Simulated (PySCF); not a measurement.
Simulated outer-valence photoelectron spectrum of `B(C=C)(O)O`. The calculation used EOM-IP-CCSD/aug-cc-pVDZ in PySCF, restricted Hartree–Fock reference, 5 core orbitals frozen, non-relativistic, gas phase, PBE0-D3(BJ)/def2-SVP geometry.

Each root has a Gaussian of 0.3 eV full width with its one-hole share as area; cross sections and vibrations are left out, and the highest printed point is 100.

```tsv
ionisation energy (eV)	intensity
9.8	1
9.9	9
10.0	36
10.1	81
10.2	97
10.3	63
10.4	22
10.5	4
10.6	0
10.7	0
10.8	0
10.9	0
11.0	0
11.1	0
11.2	0
11.3	0
11.4	2
11.5	15
11.6	50
11.7	93
11.8	100
11.9	88
12.0	97
12.1	96
12.2	57
12.3	20
12.4	15
12.5	43
12.6	86
12.7	93
12.8	54
12.9	17
13.0	3
13.1	0
13.2	0
13.3	0
13.4	3
13.5	16
13.6	52
13.7	93
13.8	95
13.9	78
14.0	89
14.1	97
14.2	65
14.3	24
14.4	5
14.5	1
14.6	0
14.7	2
14.8	15
14.9	50
15.0	90
15.1	87
15.2	46
15.3	14
15.4	13
15.5	41
15.6	84
15.7	92
15.8	55
15.9	17
16.0	3
16.1	0
```

**Question.** Where are the maxima, and how many lines lie under the curve?

**Answer.** 8 maxima, at 10.2, 11.8, 12.1, 12.7, 13.8, 14.1, 15.0 and 15.7 eV, from 8 lines.

**Question.** List the lines with their holes.

**Answer.** 
```tsv
E (eV)	leading hole (HF orbital)	area	Koopmans (eV)
10.18	HOMO	0.96	10.06
11.75	HOMO-1	0.96	12.82
12.07	HOMO-2	0.94	13.81
12.66	HOMO-3	0.95	14.55
13.74	HOMO-4	0.95	15.12
14.09	HOMO-5	0.94	15.71
15.04	HOMO-6	0.94	16.59
15.67	HOMO-7	0.94	17.61
```

The widest gap, 1.57 eV, lies between 10.18 and 11.75 eV. Only orbitals with −ε under 21 eV, eight at most, were ionised, so the high end of the curve may lack lines.

Shape of the structure used: `[CH2:1]=[CH:2][B:3]([OH:4])[OH:5]`: C1–C2–B3–O4 1°, H–O4–B3–C2 -179°, H–O5–B3–C2 180°.

One conformer stands for the species.
